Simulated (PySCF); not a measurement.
How methods differ on the ionisation energy of Te²⁺

Te²⁺ [Kr] 4d10 5s2 5p2 (3P) → Te³⁺ [Kr] 4d10 5s2 5p1 (2P), as a difference of total energies. All numbers are calculated (PySCF 2.14, the non-relativistic Hamiltonian (point nucleus), in dyall-av2z (22s16p12d, 130 functions)). Correlated levels: valence: [Kr] 4d10 frozen; virtual orbitals above 40 to 60 times the deepest correlated orbital energy dropped. The calculations carry no spin-orbit coupling.

```
           method  ionisation energy (eV)  plus first-order spin-orbit estimate  difference from reference of that sum (eV)
              UHF                  26.776                                26.716                                      -1.124
              LDA                  27.549                                27.490                                      -0.350
              PBE                  27.332                                27.273                                      -0.567
             PBE0                  27.394                                27.334                                      -0.506
           r2SCAN                  27.502                                27.443                                      -0.397
          r2SCANh                  27.513                                27.454                                      -0.386
            B97-3                  27.149                                27.090                                      -0.750
          LC-wPBE                  27.505                                27.446                                      -0.394
    MP2 (valence)                  27.018                                26.959                                      -0.881
SCS-MP2 (valence)                  26.959                                26.899                                      -0.941
```

Reference: 27.84 ± 0.04 eV (measured; NIST Atomic Spectra Database, ionization energies).

A first-order spin-orbit estimate (lowest level to lowest level, LS coupling) adds -0.059 eV.

These non-relativistic numbers lack the scalar-relativistic shift.
